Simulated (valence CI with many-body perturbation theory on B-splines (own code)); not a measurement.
# Pr36+: magnetic and hyperfine properties of the levels

Computed by valence CI with perturbative core correlation (CI+MBPT): five valence electrons over a frozen Dirac-Fock core [Ar], radial functions for each j: 7 s, 7 p, 8 d, 6 f, 4 g, 1 h, with the one-electron correlation potential Σ1 (screened to all orders), the two-electron term Σ2, the three-electron term Σ3, Breit, model QED; selected single and double excitations, second order for the rest, scaled by the run's own slope (own B-spline code, finite nucleus).

No measured spectrum was set against this ion. As an estimate, large intervals hold to a few tenths of a per cent, small ones and those within an open d or f shell to about a per cent. Only levels of the ground parity were solved; by the run's estimate the other parity begins above the list, which can be wrong where configurations are misplaced.

A/g_I is the dipole constant over the nuclear g factor μ/I (μ in nuclear magnetons, uniformly magnetised nucleus), B/Q the quadrupole constant per barn. Both hold the static response of the core; the bare values leave it out. Large factors of s and p1/2 electrons are usually good to 5 to 10 %; those of open d and f shells near neutrality can be off by tens of per cent, and small factors of p3/2, d and f electrons come from cancelling terms and can be off by a factor of two or in sign, in half-filled shells by more. B is blank for J = 1/2, where it vanishes, and for nearly pure S terms. Energies count from the lowest level.

Levels are named by their leading jj configuration (3d3/2^4 stands for four electrons in 3d with j = 3/2), which in mixed levels can hold well under half, so a name can repeat and another be missing. Letters in brackets count levels of one name in rising energy.

```
                      Level  E (cm⁻¹)      g  A/g_I (MHz)  A/g_I bare  B/Q (MHz/b)  B/Q bare
      (3d3/2^4 3d5/2) J=5/2         0  1.528        10600       11500        18100     18400
(3d3/2^3 3d5/2^2) J=5/2 [a]    129570  1.264        11300       11800        16400     16700
(3d3/2^3 3d5/2^2) J=7/2 [a]    202280  1.144        19200       19500        28700     29200
(3d3/2^3 3d5/2^2) J=3/2 [a]    209030  1.246        22100       22500        24500     24900
   (3d3/2^3 3d5/2^2) J=11/2    212310  1.136        23500       23700          215       181
    (3d3/2^3 3d5/2^2) J=9/2    236510  1.148        21200       21400        28400     28800
(3d3/2^3 3d5/2^2) J=5/2 [b]    247600  1.144        21000       21300         4580      4660
    (3d3/2^3 3d5/2^2) J=1/2    257680  1.869       -10900       -9500                       
(3d3/2^3 3d5/2^2) J=7/2 [b]    286150  1.115        24800       25000       -25600    -26000
(3d3/2^2 3d5/2^3) J=5/2 [a]    328600  1.223        12300       12700         1140      1160
(3d3/2^3 3d5/2^2) J=3/2 [b]    350380  0.799        40300       40100       -25100    -25500
(3d3/2^2 3d5/2^3) J=7/2 [a]    365590  1.210        16700       17100        -5850     -5950
   (3d3/2^2 3d5/2^3) J=11/2    372080  1.068        23800       24000         1250      1280
(3d3/2^2 3d5/2^3) J=9/2 [a]    385960  1.143        20400       20700        -5090     -5190
(3d3/2^2 3d5/2^3) J=1/2 [a]    398110  0.584        56100       55500                       
   (3d3/2^2 3d5/2^3) J=13/2    403010  1.070        25100       25300        -56.4     -52.0
(3d3/2^2 3d5/2^3) J=3/2 [a]    407630  1.188        19900       20200         2470      2500
(3d3/2^2 3d5/2^3) J=5/2 [b]    421270  1.016        26700       26800        -5710     -5790
(3d3/2^2 3d5/2^3) J=9/2 [b]    452930  1.101        23100       23300         1730      1750
(3d3/2^2 3d5/2^3) J=7/2 [b]    467540  0.986        30500       30500        -1100     -1130
(3d3/2^2 3d5/2^3) J=5/2 [c]    475950  1.035        26200       26300         6770      6860
(3d3/2^2 3d5/2^3) J=3/2 [b]    494040  0.803        38300       38100         2950      3020
(3d3/2^2 3d5/2^3) J=7/2 [c]    512990  1.051        27500       27600         4470      4550
(3d3/2^2 3d5/2^3) J=1/2 [b]    517130  1.842        -9900       -8550                       
  (3d3/2 3d5/2^4) J=5/2 [a]    550740  1.220        12300       12700       -17200    -17500
(3d3/2^2 3d5/2^3) J=9/2 [c]    559750  1.105        22800       23100        20500     20800
  (3d3/2 3d5/2^4) J=7/2 [a]    601000  1.189        17800       18200       -39900    -40600
     (3d3/2 3d5/2^4) J=11/2    613300  1.063        24500       24700        -1560     -1540
  (3d3/2 3d5/2^4) J=3/2 [a]    625300  0.900        26500       26400       -26800    -27300
  (3d3/2 3d5/2^4) J=5/2 [b]    647770  1.125        20200       20500        20700     21000
(3d3/2^2 3d5/2^3) J=3/2 [c]    665740  1.198        20400       20800       -17500    -17800
      (3d3/2 3d5/2^4) J=9/2    667430  1.108        21900       22100       -45500    -46200
(3d3/2^2 3d5/2^3) J=5/2 [d]    694260  1.113        20600       20900        -2400     -2420
  (3d3/2 3d5/2^4) J=7/2 [b]    708990  0.975        28100       28200        39200     39900
      (3d3/2 3d5/2^4) J=1/2    774150  1.016        -1350       -1200                       
  (3d3/2 3d5/2^4) J=3/2 [b]    854610  0.886        39200       39100        39500     40200
            (3d5/2^5) J=5/2    857690  1.156        17600       17900       -42400    -43100
```

**Question.** Take the isotope of mass number 141, with I = 5/2, μ = 4.266 μN and Q = -0.0589 b. What is the hyperfine structure of (3d3/2^3 3d5/2^2) J=3/2 [a]?

**Answer.** From the table A = 37700 MHz, B = -1440 MHz. Shifts from the centre of gravity in MHz: F = 1: -199000, F = 2: -122000, F = 3: -8630, F = 4: 141000.
